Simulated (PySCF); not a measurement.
# Computed vibrations of [YbCl3(H2O)]−

[YbCl3(H2O)]− (singlet in the valence; each metal's 4f electrons, 14 of them, lie in its core potential, out of spins and levels). PySCF 2.14.0, RKS PBE0, Yb lcecp-0-SVP with ECP60, Cl def2-SVP, O def2-SVP, H def2-SVP; non-relativistic Hamiltonian with scalar-relativistic core potentials where named; density fitting; no spin-orbit coupling. Central differences of gradients.

```xyz
7

Yb    0.1126   -0.1019   -0.0490
Cl    0.6967    2.1892    1.2421
Cl   -2.3382   -0.9133    0.7205
Cl    1.8792   -1.6192   -1.3036
O    -1.5332    1.6463   -0.8712
H    -1.1374    2.2368   -0.1980
H    -2.2125    1.1378   -0.3827
```

Run from Python with OMP_NUM_THREADS=2. Where DIIS fails, smearing, a level shift and second-order steps follow.
It took 2.2 min on 2 threads of Arm Neoverse V1, with other jobs on the host.

Question: What are the harmonic wavenumbers and infrared intensities?

Answer: Modes are labelled in Cs; negative numbers are unstable modes, those under 60 cm⁻¹ near the noise; a finer grid moves soft modes by up to 10 cm⁻¹.
| cm⁻¹ | km/mol | symmetry |
| --- | --- | --- |
| 55 | 15.7 | a' |
| 58 | 10.9 | a'' |
| 72 | 11.5 | a' |
| 120 | 0.1 | a'' |
| 135 | 34.0 | a' |
| 211 | 9.0 | a' |
| 247 | 46.7 | a'' |
| 248 | 21.1 | a' |
| 268 | 47.5 | a' |
| 485 | 77.0 | a'' |
| 730 | 24.5 | a'' |
| 743 | 450.6 | a' |
| 1632 | 35.0 | a' |
| 3602 | 170.5 | a' |
| 3663 | 339.7 | a'' |

Question: Is this a minimum?

Answer: Yes, within the noise of the softest modes. Ideal gas at 298.15 K and 1 bar: S = 422.5 J/(mol K), Cp = 115.7 J/(mol K), H − H(0 K) = 26.2 kJ/mol (rigid rotor, harmonic modes, spin degeneracy alone, that of the 4f electrons in the core included; the modes under 60 cm⁻¹ make these uncertain).

An lcecp potential fixes the number of 4f electrons, so in runs with it no electron can move into or out of that shell.
